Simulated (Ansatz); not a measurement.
Ideal-gas functions of Cl3FH2Si2 (`F[SiH2][Si](Cl)(Cl)Cl`) at 500 K and 1 bar, from an Ansatz frequency run at PBE0-D4/def2-TZVP.

Molar mass 183.54 g/mol, point group Cs (symmetry number 1), electronic degeneracy 1, moments of inertia 406.789, 589.669, 601.541 u Å². Harmonic wavenumbers (cm⁻¹, unscaled): 41, 68, 98, 154, 174, 184, 242, 370, 499, 560, 596, 603, 725, 851, 897, 937, 2240, 2254.

Use S(trans) = R[1.5 ln M + 2.5 ln T − 1.1517]; rotational temperatures θ = 24.2544 K / I; S(rot) = R[ln(√π/σ · √(T³/θAθBθC)) + 1.5]; for each mode x = 1.438777 ν̃/T, S = R[x/(eˣ − 1) − ln(1 − e⁻ˣ)] and H = RT x/(eˣ − 1); 1 cm⁻¹ = 0.0119627 kJ/mol; R = 8.31446 J/(mol·K).

Problem. By hand: the entropy, in J/(mol·K).

Solution. Translation 184.6. Rotation: θ = 0.0596, 0.0411, 0.0403 K, giving 133.1. Vibration, mode by mode: 26.09, 21.89, 18.87, 15.15, 14.15, 13.70, 11.49, 8.18, 5.99, 5.19, 4.78, 4.70, 3.56, 2.68, 2.41, 2.20, 0.10, 0.10, in all 161.2. Electronic 0.0. Sum 478.9 J/(mol·K).

Problem. By hand: H − E and G − E in kJ/mol, counted from the electronic energy.

Solution. Zero-point energy ½ × 11493 × 0.0119627 = 68.7; thermal vibration 36.8; translation, rotation and pV give 4 RT = 16.6. H − E = 122.1 kJ/mol, and G − E = 122.1 − 500 × 478.9/1000 = -117.3 kJ/mol.

Vibration gives 34 % of the entropy, 66.8 J/(mol·K) of it from the modes under 150 cm⁻¹: soft modes count most, and the harmonic formula is weakest for them. The sum counts one conformer and one mirror image; others add a mixing term.
